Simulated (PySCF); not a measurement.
**Excitation energy of O⁺ by level of theory**

O⁺ [He] 2s2 2p3 (4S) → O⁺ [He] 2s2 2p2 3d1 (high-spin determinant), as a difference of total energies. Calculation: PySCF 2.14, in dyall-av3z; the spin-free X2C one-electron Hamiltonian (Gaussian nucleus). Correlated levels: valence: 1s2 frozen; virtual orbitals above 40 to 60 times the deepest correlated orbital energy dropped. The calculations carry no spin-orbit coupling.

```
           method  excitation energy (eV)
              UHF                  32.387
              LDA                  32.013
              PBE                  31.526
             PBE0                  31.869
           r2SCAN                  32.233
        BHandHLYP                  32.020
            B97-3                  31.905
          LC-wPBE                  32.295
            wB97X                  32.202
    MP2 (valence)                  32.485
SCS-MP2 (valence)                  32.276
```

**Question.** How much does correlation contribute at MP2 (valence)?

**Answer.** 32.485 − (32.387) = 0.098 eV, measured against UHF.

A first-order spin-orbit estimate (lowest level to lowest level, LS coupling) adds -0.018 eV.

The promoted electron is Rydberg-like, and one or two diffuse shells describe it only roughly, which tends to raise the upper state.

The determinant of the upper state mixes LS terms, which raises its energy above the lowest term, most at the Hartree-Fock and MP2 levels.
